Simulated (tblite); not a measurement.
Species: C8H11BS.
Numbering: `[CH2:1]=[CH:2][CH2:3][BH:4][c:5]1[s:6][cH:7][cH:8][c:9]1[CH3:10]` (hydrogens: H11, H12 on C1; H13 on C2; H14, H15 on C3; H16 on B4; H17 on C7; H18 on C8; H19, H20, H21 on C10)

Computed with GFN2-xTB (tblite), gas phase: L-BFGS steps from a force-field or distance-geometry start until the largest atomic force falls under 0.01 eV/Å.

At the end of the run (lengths in Å): C5–S6 1.754, B4–C5 1.523, C1=C2 1.321, S6–C7 1.706, C3–H15 1.092, C10–H19 1.088, C7–C8 1.362, C2–C3–B4 106.0°, C5–S6–C7 92.1°, S6–C7–C8 112.1°, C1–C2–C3 124.8°, C1–C2–C3–B4 106°, C2–C3–B4–C5 84°, C3–B4–C5–S6 3°, H13–C2–C3–B4 -73°, H14–C3–C2–C1 -16°.

Question: These geometries were met on the way; a selection of coordinates is given. Order them by energy above the end point, lowest first.
A. C5–S6 1.755, B4–C5 1.523, C1=C2 1.320, S6–C7 1.706, C3–H15 1.091, C10–H19 1.087, C7–C8 1.363, C2–C3–B4 107.1°, C5–S6–C7 92.1°, S6–C7–C8 112.1°, C1–C2–C3 124.9°, C1–C2–C3–B4 77°, C2–C3–B4–C5 69°, C3–B4–C5–S6 -1°, H13–C2–C3–B4 -102°, H14–C3–C2–C1 -45°
B. C5–S6 1.756, B4–C5 1.526, C1=C2 1.320, S6–C7 1.706, C3–H15 1.090, C10–H19 1.088, C7–C8 1.362, C2–C3–B4 104.2°, C5–S6–C7 92.3°, S6–C7–C8 112.0°, C1–C2–C3 124.1°, C1–C2–C3–B4 87°, C2–C3–B4–C5 71°, C3–B4–C5–S6 0°, H13–C2–C3–B4 -90°, H14–C3–C2–C1 -33°
C. C5–S6 1.742, B4–C5 1.541, C1=C2 1.300, S6–C7 1.711, C3–H15 1.097, C10–H19 1.098, C7–C8 1.361, C2–C3–B4 110.7°, C5–S6–C7 94.6°, S6–C7–C8 109.7°, C1–C2–C3 122.6°, C1–C2–C3–B4 73°, C2–C3–B4–C5 67°, C3–B4–C5–S6 2°, H13–C2–C3–B4 -107°, H14–C3–C2–C1 -48°
D. C5–S6 1.763, B4–C5 1.537, C1=C2 1.318, S6–C7 1.710, C3–H15 1.093, C10–H19 1.086, C7–C8 1.362, C2–C3–B4 111.3°, C5–S6–C7 92.6°, S6–C7–C8 111.6°, C1–C2–C3 123.2°, C1–C2–C3–B4 72°, C2–C3–B4–C5 68°, C3–B4–C5–S6 1°, H13–C2–C3–B4 -107°, H14–C3–C2–C1 -50°
E. C5–S6 1.683, B4–C5 1.574, C1=C2 1.354, S6–C7 1.674, C3–H15 1.123, C10–H19 1.112, C7–C8 1.386, C2–C3–B4 111.7°, C5–S6–C7 96.9°, S6–C7–C8 108.0°, C1–C2–C3 121.2°, C1–C2–C3–B4 74°, C2–C3–B4–C5 65°, C3–B4–C5–S6 3°, H13–C2–C3–B4 -107°, H14–C3–C2–C1 -49°

Answer: B (0.029 eV), A (0.049 eV), D (0.082 eV), C (0.158 eV), E (0.344 eV).

```
step  E above end (eV)  rms distance from the end, all atoms (Å)  largest force (eV/Å)  rms shift of all bonds from the end (Å)
  49             0.029                                     0.321                 0.071                                    0.001
  22             0.049                                     0.394                 0.135                                    0.001
   4             0.082                                     0.429                 0.227                                    0.005
   1             0.158                                     0.431                 1.683                                    0.012
   0             0.344                                     0.432                 2.770                                    0.025
```

Rows stand in the order of the answer.
